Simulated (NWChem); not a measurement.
System meant: N$_{2}$H$_{4}$Te; SMILES N[Te]N

Here is an NWChem input.

```
start job
memory heap 200 mb stack 900 mb global 1100 mb
geometry units angstroms noautoz
  Te     0.000000     0.000000     0.280391
  N     -1.642985     0.000000    -0.918566
  H     -1.740328    -0.833453    -1.493411
  H     -1.740328     0.833453    -1.493411
  N      1.642985     0.000000    -0.918566
  H      1.740328     0.833453    -1.493411
  H      1.740328    -0.833453    -1.493411
end
basis spherical
  Te library def2-svp
  N library def2-svp
  H library def2-svp
end
ecp
  Te library def2-ecp
end
dft
  odft
  mult 2
  xc xpbe96 cpbe96
  iterations 150
  mulliken
end
task dft energy
```

End of the output:

```
 ==============================================================================
                                 internuclear angles
 ------------------------------------------------------------------------------
        center 1       |       center 2       |       center 3       |  degrees
 ------------------------------------------------------------------------------
    2 N                |   1 Te               |   5 N                |   107.76
    1 Te               |   2 N                |   3 H                |   114.23
    1 Te               |   2 N                |   4 H                |   114.23
    3 H                |   2 N                |   4 H                |   110.05
    1 Te               |   5 N                |   6 H                |   114.23
    1 Te               |   5 N                |   7 H                |   114.23
    6 H                |   5 N                |   7 H                |   110.05
 ------------------------------------------------------------------------------
                            number of included internuclear angles:          7
 ==============================================================================

 Summary of "ao basis" -> "" (spherical)
 ------------------------------------------------------------------------------
       Tag                 Description            Shells   Functions and Types
 ---------------- ------------------------------  ------  ---------------------
 Te                         def2-svp                10       26   4s4p2d
 N                          def2-svp                 6       14   3s2p1d
 H                          def2-svp                 3        5   2s1p

 Summary of "ao basis" -> "ao basis" (spherical)
 ------------------------------------------------------------------------------
       Tag                 Description            Shells   Functions and Types
 ---------------- ------------------------------  ------  ---------------------
 Te                         def2-svp                10       26   4s4p2d
 N                          def2-svp                 6       14   3s2p1d
 H                          def2-svp                 3        5   2s1p

      Symmetry analysis of basis
      --------------------------

        a1         27
        a2         11
        b1         21
        b2         15

  number of electrons :                   42
  multiplicity        :                    2
 ------------------------------------------------------------------------
  no. of electrons and multiplicity not compatible                  42
 ------------------------------------------------------------------------
 ------------------------------------------------------------------------
  current input line :
    27: task dft energy
 ------------------------------------------------------------------------
 ------------------------------------------------------------------------
 There is an error in the input file
 ------------------------------------------------------------------------
 For more information see the NWChem manual at https://nwchemgit.github.io

0: no. of electrons and multiplicity not compatible:Received an Error in Communication
```

### Question
Can this run be used? If not, why, and what is the fix?

### Answer
The program refused the input. Cause: the multiplicity doesn't fit the number of electrons (an even count wants an odd multiplicity, and the reverse). This input runs:
```
start job
memory heap 200 mb stack 900 mb global 1100 mb
geometry units angstroms noautoz
  Te     0.000000     0.000000     0.280391
  N     -1.642985     0.000000    -0.918566
  H     -1.740328    -0.833453    -1.493411
  H     -1.740328     0.833453    -1.493411
  N      1.642985     0.000000    -0.918566
  H      1.740328     0.833453    -1.493411
  H      1.740328    -0.833453    -1.493411
end
basis spherical
  * library def2-svp
end
ecp
  Te library def2-ecp
end
dft
  xc xpbe96 cpbe96
  iterations 150
  mulliken
end
task dft energy
```
It converges to -379.67696 Ha (PBE/def2-SVP with def2 effective core potentials on Te).
